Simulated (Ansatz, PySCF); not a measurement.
C₃H₈FNSi, SMILES C=C[Si@H](F)NC. Atoms are numbered in the order given.

```xyz
14

C      2.6556    -0.1575     0.5643
C      1.5389    -0.8639     0.3485
Si     0.0432    -0.0972    -0.4453
F      0.4643     1.4654    -0.7223
N     -1.3075    -0.2755     0.5885
C     -2.6971    -0.1038     0.2025
H      2.7231     0.8968     0.2718
H      3.5431    -0.5949     1.0378
H      1.5143    -1.9182     0.6550
H     -0.3273    -0.6414    -1.7769
H     -1.1470    -0.2477     1.5903
H     -3.3441    -0.8637     0.6734
H     -3.1001     0.8934     0.4579
H     -2.7938    -0.2269    -0.8880
```
Charge 0, spin multiplicity 1.

Geometry optimised at ωB97X-D3(BJ)/def2-SVP. The structure was generated by enumeration; whether it is a known compound was not checked. The values are those of a single conformer.

Two levels are set side by side: PBE-D3(BJ)/def2-SVP (Ansatz, a first-principles code) and ωB97X-D3(BJ)/def2-SVP (PySCF). Each level has its own optimised geometry; the coordinates shown are those of the second. Frequencies come from the Hessian of PySCF at each geometry. Differences are taken from unrounded values.

```json
[
 {"quantity": "mean bond length (Å)", "ωB97X-D3(BJ)": "1.316"},
 {"quantity": "bond C1–C2 (Å)", "ωB97X-D3(BJ)": "1.339"},
 {"quantity": "bond C2–Si3 (Å)", "ωB97X-D3(BJ)": "1.859"},
 {"quantity": "bond Si3–F4 (Å)", "ωB97X-D3(BJ)": "1.642"},
 {"quantity": "bond Si3–N5 (Å)", "ωB97X-D3(BJ)": "1.710"},
 {"quantity": "bond N5–C6 (Å)", "ωB97X-D3(BJ)": "1.452"},
 {"quantity": "bond C1–H7 (Å)", "ωB97X-D3(BJ)": "1.096"},
 {"quantity": "bond C1–H8 (Å)", "ωB97X-D3(BJ)": "1.097"},
 {"quantity": "bond C2–H9 (Å)", "ωB97X-D3(BJ)": "1.098"},
 {"quantity": "bond Si3–H10 (Å)", "ωB97X-D3(BJ)": "1.485"},
 {"quantity": "bond N5–H11 (Å)", "ωB97X-D3(BJ)": "1.015"},
 {"quantity": "bond C6–H12 (Å)", "ωB97X-D3(BJ)": "1.104"},
 {"quantity": "bond C6–H13 (Å)", "ωB97X-D3(BJ)": "1.106"},
 {"quantity": "bond C6–H14 (Å)", "ωB97X-D3(BJ)": "1.102"},
 {"quantity": "highest harmonic wavenumber (cm⁻¹)", "ωB97X-D3(BJ)": "3645"},
 {"quantity": "mean harmonic wavenumber (cm⁻¹)", "ωB97X-D3(BJ)": "1347"},
 {"quantity": "zero-point energy (kcal/mol)", "ωB97X-D3(BJ)": "69.35"}
]
```

Problem. What does PBE-D3(BJ) give, and how far is it from ωB97X-D3(BJ)? (Estimate from the structure and the level; the computed values follow.)

Solution. 
```csv
quantity,PBE-D3(BJ),PBE-D3(BJ) minus ωB97X-D3(BJ)
mean bond length (Å),1.325,0.009
bond C1–C2 (Å),1.349,0.010
bond C2–Si3 (Å),1.867,0.008
bond Si3–F4 (Å),1.655,0.013
bond Si3–N5 (Å),1.723,0.012
bond N5–C6 (Å),1.453,0.001
bond C1–H7 (Å),1.104,0.007
bond C1–H8 (Å),1.104,0.007
bond C2–H9 (Å),1.106,0.008
bond Si3–H10 (Å),1.499,0.014
bond N5–H11 (Å),1.023,0.008
bond C6–H12 (Å),1.112,0.009
bond C6–H13 (Å),1.115,0.009
bond C6–H14 (Å),1.109,0.008
highest harmonic wavenumber (cm⁻¹),3511,-135
mean harmonic wavenumber (cm⁻¹),1293,-54
zero-point energy (kcal/mol),66.56,-2.79
```

GGA bonds tend to be longer and softer than those of functionals with exact exchange. Differences between two approximate levels are no errors against the true value.
